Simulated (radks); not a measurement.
Q: Charge is removed step by step from the 4s down level of Sb, starting from [Ar] 3d10 4s(up 1, down 1) 4p6 4d10 5s2 5p3. Method: scalar-relativistic Kohn-Sham, PBE, spin-polarised, spherical densities, finite nucleus; open shells are filled with parallel spins first (spin-orbit coupling, left out, can overturn this in heavy ions); Fermi nuclear charge, rms radius 4.6802 fm; computed with a radial shooting solver on a logarithmic mesh with Libxc functionals. At the starting occupation the eigenvalue is -148.47 eV. Estimate the energy to remove one whole electron from this level, the eigenvalue at the end, and how far E(n) bends from a straight line.

A: Delta-SCF 156.74 eV; final eigenvalue -165.50 eV; the deviation from the straight line is -2.131 eV at 0.5 electron removed, the largest on the grid computed. Slater's transition state (half an electron removed) gives 156.73 eV. Integrating minus the eigenvalue over the occupation (Janak's theorem) gives 156.81 eV. In this scalar-relativistic scheme the density is built from large components alone, so the theorem holds only approximately. The mean slope of the eigenvalue, de/dn, is 17.0 eV per electron.
